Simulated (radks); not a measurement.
The mean radii <r> (bohr) of the occupied orbitals of an atom or ion are listed with their occupations. Calculated with a radial shooting solver on a logarithmic mesh with Libxc functionals: scalar-relativistic Kohn-Sham, RPBE, spin-polarised, spherical densities, point nucleus.

orbital  occ.      <r>
1s          2  0.02971
2s          2   0.1285
2p          6   0.1122
3s          2   0.3485
3p          6   0.3471
3d         10   0.3243
4s          2   0.8483
4p          6   0.9221
4d         10    1.177
5s          2    2.490

Name the element and its charge. Open shells, if any, are filled with parallel spins first.

Answer. Z = 49, indium, charge +1: In+ in [Kr] 4d10 5s2. The 1s radius gives Z: for a bare nucleus <r> = (2 gamma + 1)/(2Z) with gamma = sqrt(1 - (Z/c)^2), 0.02926 bohr for Z = 49, and screening makes it slightly larger (0.02971 here). The occupations add up to 48, and the charge is Z minus that.
